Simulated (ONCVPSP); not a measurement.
## iodine: one change to an ONCV potential, before and after

| Property | Result |
| --- | --- |
| Element | I (Z = 53) |
| Generator | ONCVPSP 4.0.1 |
| Type | optimised norm-conserving Vanderbilt (ONCV) |
| Functional | PBE |
| Relativity | scalar-relativistic |
| Frozen core | [Ar] 3d10 |
| Valence charge | 25 |
| Reference configuration | 4s2 4p6 4d10 5s1.5 5p5.5 |
| Partial waves | 4s+5s: rc 1.25 bohr, ncon 5, nbas 8, qcut 7.5 1/bohr, 2 projectors; 4p+5p: rc 1.50 bohr, ncon 4, nbas 9, qcut 7.8 1/bohr, 2 projectors; 4d: rc 0.90 bohr, ncon 3, nbas 6, qcut 11.8 1/bohr, 2 projectors, debl 2.3 Ha |
| Local potential | polynomial inside 0.70 bohr (lpopt 2, dvloc0 1 Ha) |
| Core correction | Teter function, fcfact 5.75, rcfact 1.6 |

All-electron outer shells of the reference configuration (PBE, scalar-relativistic, ld1.x):

```
shell  level (eV)  outermost node (bohr)  outermost maximum (bohr)
   3p     -860.06                   0.13                      0.28
   3d     -606.67                      –                      0.23
   4s     -181.29                   0.37                      0.68
   4p     -128.26                   0.37                      0.72
   4d      -50.94                   0.35                      0.78
   5s      -17.77                   0.88                      1.70
   5p       -7.36                   0.96                      2.02
```

Change: s: ncon 3, nbas 6.

Cutoffs: the cutoffs (Ha) at which the residual kinetic energy of the hardest occupied pseudo-wave falls to 1 and 0.1 mHa per electron; they do not see the model core or the augmentation charge, which bear on the density cutoff. Errors are all-electron minus pseudo energies relative to the spin-unpolarised reference configuration.

Question: What does the change do?

Answer: The potential gets softer (92 Ha and 118 Ha → 57 Ha and 74 Ha); of the 4 tests that both files solve, the error grows in 2 and shrinks in 0 by more than 15 % and 0.3 meV (median size 5.3 → 5.9 meV); neither file shows a bound ghost.

```tsv
quantity	base	changed
cutoff, loose	92 Ha	57 Ha
cutoff, tight	118 Ha	74 Ha
loose cutoff by channel	s 92 Ha, p 26 Ha, d 57 Ha	s 27 Ha, p 26 Ha, d 57 Ha
bound ghosts	none	none
GHOST(+) flags under 300 eV	none	s at 245.1 eV
error for 4s2 4p6 4d10 5s2 5p5, meV [ΔE -5.18 eV]	-0.1	-0.7
error for 4s2 4p6 4d10 5s2 5p4, meV [ΔE 5.95 eV]	-2.8	-3.5
error for 4s2 4p6 4d10 5s2 5p3, meV [ΔE 25.79 eV]	-7.9	-8.4
error for 4s2 4p6 4d10 5s2 5p2, meV [ΔE 55.12 eV]	-16	-16
s: phases at 1.27 bohr within 0.05 rad from the reference energy up to (Ha; the scan ends near 5)	to the end of the scan	to the end of the scan
p: phases at 1.53 bohr within 0.05 rad from the reference energy up to (Ha; the scan ends near 5)	to the end of the scan	to the end of the scan
d: phases at 0.91 bohr within 0.05 rad from the reference energy up to (Ha; the scan ends near 5)	to the end of the scan	to the end of the scan
rms error of d²Exc/dni dnj with the model core, mHa	3.46	3.75
```
